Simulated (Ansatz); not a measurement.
Reaction (cleavage of the Zn–B bond): `[BH2][Zn][OH]` + H₂S → `[OH][Zn][SH]` + BH₃

Isolated molecules relaxed with PBE0-D4/def2-TZVP in Ansatz; ΔE leaves out vibrations. CCSD(T)/CBS is the MP2 limit (def2-TZVPP, def2-QZVPP) plus CCSD(T) − MP2 in def2-TZVPP, frozen cores. This one scheme is used for every species. DFT in def2-TZVPP. HSE06 is defined as in plane-wave codes. For Zn outer-core shells are correlated without core-valence functions, which leaves a few kJ/mol of doubt a bond. Scalar relativity is left out up to krypton. One conformer a species, not always the lowest.

| level | ΔE (kJ/mol) | difference from CCSD(T)/CBS |
| --- | --- | --- |
| PBE-D4 | -82.9 | 18.2 |
| r2SCAN-D4 | -92.6 | 8.5 |
| r2SCANh-D4 | -95.4 | 5.7 |
| PBE | -82.1 | 19.0 |
| BLYP | -83.4 | 17.7 |
| HSE06 | -92.7 | 8.4 |
| RPA@PBE/def2-TZVPP | -90.6 | 10.5 |
| HF/def2-QZVPP | -120.8 | -19.7 |
| SCS-MP2/def2-QZVPP | -105.3 | -4.2 |
| HF/CBS(def2) | -121.1 | -20.0 |
| CCSD(T)/CBS | -101.1 | 0 |

**Question.** What do rigid-rotor, harmonic-oscillator terms from PBE0-D4/def2-TZVP frequencies (298.15 K, 1 bar) make of the CCSD(T)/CBS value? (Estimate.)

**Answer.** Ansatz gave: ΔZPE = +2.0 kJ/mol, ΔH = -99.2 kJ/mol, ΔS = -12 J/(mol·K), ΔG = -95.7 kJ/mol.

Largest T1 diagnostic among the species: 0.017.

In def2-TZVPP, CCSD(T) changes the Hartree–Fock value by +23.4 kJ/mol (the triples alone add +1.5 kJ/mol) and MP2 by +17.1 kJ/mol. From PBE to PBE0 (25 % exact exchange), in def2-TZVPP and without D4, ΔE moves by −10.2 kJ/mol. Leaving LDA and LC-ωPBE aside and taking each functional with its dispersion term where it has one, the values, not all of them listed here, spread over 20.9 kJ/mol, from BHLYP-D4 to PBE-D4. LDA lies +4.2 kJ/mol from PBE without D4.
